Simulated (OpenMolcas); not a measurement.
**InF (SMILES [F][In]): name the method**

InF has 2 atoms, charge 0, and is taken as a singlet. SMILES: `[F][In]`. The shape comes from GFN2-xTB, which is rough for such elements, and wasn't checked as a minimum.

| atom | x (Å) | y (Å) | z (Å) |
| --- | --- | --- | --- |
| F | 0.0000 | 0.0000 | 0.0000 |
| In | 0.0000 | 0.0000 | 2.0255 |

A calculation with OpenMolcas 26.06 gave:

```
total energy  : -288.7617 Eh
dipole moment : 3.50 D
HOMO energy   : -9.65 eV
LUMO energy   : 0.38 eV
HOMO–LUMO gap : 10.03 eV
```

Task: Which of these levels gave the numbers?
A. HF/def2-QZVPPD (RICD fitting, core potential)
B. HF/def2-SVPD (core potential)
C. HF/def2-SVP (core potential)
D. HF/def2-TZVP (core potential)

Result: A. The others give -288.7553 Eh (HF/def2-TZVP (core potential)), -288.6341 Eh (HF/def2-SVPD (core potential)), -288.6191 Eh (HF/def2-SVP (core potential)).
